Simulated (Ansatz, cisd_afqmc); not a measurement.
Species: Ga, charge 0, doublet.

Total energies in cc-pVTZ, 3 correlated electrons, 14 frozen orbitals. Open shells are spin-unrestricted; no spin-orbit coupling. Correlated methods leave the cores frozen (noble-gas shells, and filled d and f shells in the p block). No relativity. The Monte Carlo rows (phaseless AFQMC, CISD trial, step 0.005/hartree) carry one-sigma bars that omit the constraint's bias. Outlying blocks are dropped, and bars are widened where a walk drifts. Over all cases where full CI ran beside it in this data, AFQMC minus full CI had a median of +0.1 mEh and passed +0.4 mEh in a tenth of the cases.

| method | program | energy (Eh) | minus CCSDT (mEh) |
|---|---|---|---|
| HF | Ansatz | -1923.26189 | 47.69 |
| MP2 | Ansatz | -1923.29527 | 14.31 |
| CCSD | Ansatz | -1923.30842 | 1.16 |
| CCSD(T) | Ansatz | -1923.30928 | 0.30 |
| CCSDT | Ansatz | -1923.30958 | 0.00 |
| AFQMC/CISD | cisd_afqmc | -1923.3094 ± 0.0001 | 0.1 ± 0.1 |

Ansatz is a first-principles code.
